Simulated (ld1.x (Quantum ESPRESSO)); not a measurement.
**Ranking TM potentials for Co**

All share these settings but for the change named:

* Element: Co (Z = 27)
* Generator: ld1.x (Quantum ESPRESSO) 7.5
* Type: norm-conserving Troullier–Martins (Kleinman–Bylander form)
* Functional: PBE
* Relativity: scalar-relativistic
* Frozen core: [Ar]
* Valence charge: 9
* Reference configuration: 3d7 4s1 4p0 (charge +1)
* Partial waves: 4s (bound): rc 2.35 bohr; 4p (bound, empty): rc 3.05 bohr; 3d (bound): rc 1.20 bohr
* Local potential: all-electron potential smoothed inside 1.70 bohr (lloc = -1)
* Core correction: Bessel-smoothed model core inside 0.60 bohr

Cutoff: the first of the cutoffs (Ry, on a coarse ladder) from which the occupation-weighted sum of valence levels, in a spherical-Bessel basis at the reference potential, stays within 10 and 1 mRy of its value at 400 Ry; the density cutoff is not measured.

The base gives 160 Ry.

Of 7 variants that were run, those that failed, showed a ghost or another fault, or gave nearly equal values are left out.

A variant can come out equal or close to the base.

(1) Rank these variants from softest to hardest (loose cutoff).
A. all radii but the core radius scaled by about 1.33 (s 3.12, p 4.04, d 1.60 bohr); local potential all-electron potential smoothed inside 2.26 bohr (lloc = -1)
B. reference 3d7 4s2 4p0
C. wave 3d (bound): rc 1.20 bohr becomes 3d (bound): rc 1.42 bohr

Results:

(1) A (100 Ry), C (120 Ry), B (160 Ry).
